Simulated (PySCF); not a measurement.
A PySCF script (with the pyscf-properties extension) for the NMR shieldings of `B1OBOBO1`, B₃H₃O₃, on a PBE0-D3(BJ)/def2-SVP geometry:

```python
import basis_set_exchange as bse
import numpy as np
from pyscf import gto, dft
from pyscf.prop import nmr

atoms = """
B    -0.640032    1.176422    0.234161
O    -1.337232   -0.002664    0.173040
B    -0.686479   -1.186002   -0.062920
O     0.671238   -1.182299   -0.250850
B     1.379631   -0.009760   -0.198144
O     0.717563    1.165249    0.046521
H    -1.212753    2.209978    0.451956
H    -1.301885   -2.217044   -0.103762
H     2.569820   -0.011329   -0.366031
"""
names = dict.fromkeys(["B", "O", "H"], "pcSseg-2")
basis = {el: gto.basis.parse(bse.get_basis(n, elements=[el], fmt="nwchem")) for el, n in names.items()}
mol = gto.M(atom=atoms, basis=basis, charge=0, verbose=0)
mf = dft.RKS(mol, xc="HYB_GGA_XC_MPW1PW")
mf.grids.level = 2
mf.grids.alignment = dft.numint.BLKSIZE   # the property module wants whole blocks of grid points
mf.conv_tol = 1e-9
mf.kernel()

calc = nmr.RKS(mf)   # GIAO
C = mf.mo_coeff
Co = C[:, mf.mo_occ > 0]
resp = mf.gen_response(singlet=True, hermi=2)
def vind(x):   # induced exchange potential for any number of trial vectors
    d = np.einsum("pi,xij,qj->xpq", C, 2 * x.reshape(-1, C.shape[1], Co.shape[1]), Co, optimize=True)
    return np.einsum("xpq,pi,qj->xij", resp(d - d.transpose(0, 2, 1)), C, Co, optimize=True).ravel()
mo1, _ = nmr.rhf.solve_mo1(calc, with_cphf=vind)
sigma = calc.kernel(mo1)
for i, s in enumerate(sigma):   # ppm
    w = np.linalg.eigvalsh((s + s.T) / 2)
    print("%2d %-2s iso %8.1f  s11 %8.1f  s22 %8.1f  s33 %8.1f" % (i, mol.atom_pure_symbol(i), w.mean(), *w))
```

Q: What are the results?

A: 
```
 0 B  iso     72.3  s11     56.4  s22     67.5  s33     93.1
 1 O  iso    109.9  s11    -83.7  s22     84.5  s33    328.8
 2 B  iso     72.3  s11     56.4  s22     67.4  s33     93.1
 3 O  iso    110.0  s11    -83.3  s22     84.5  s33    328.8
 4 B  iso     72.4  s11     56.4  s22     67.5  s33     93.1
 5 O  iso    109.9  s11    -83.5  s22     84.4  s33    328.7
 6 H  iso     26.7  s11     23.5  s22     26.6  s33     29.9
 7 H  iso     26.7  s11     23.5  s22     26.6  s33     29.9
 8 H  iso     26.7  s11     23.5  s22     26.6  s33     29.9
```

These numbers come from an equivalent density-fitted implementation of the same equations, which agrees with the script to about 0.01 ppm for H and up to a few tenths of a ppm for heavy atoms, so last digits may differ.

Q: Turn these shieldings into chemical shifts. Shifts are taken against calculated references (same method and geometry level): ¹¹B (σref 99.12) vs BF3·OEt2; H2O for ¹⁷O (σref 327.10); ¹H (σref 31.29) vs TMS.

A: Averaging equivalent atoms: B 0/2/4: 26.8; O 1/3/5: 217.2; H 6/7/8: 4.63 ppm. Experimental scales use liquid or dissolved standards, which lie at an offset from isolated H2O (liquid H2O: subtract about 36 ppm).

Size and cost of the density-fitted run: 258 basis functions, 19 s wall time on 1 thread of an Arm Neoverse V2, shared host; peak memory 0.89 GiB.
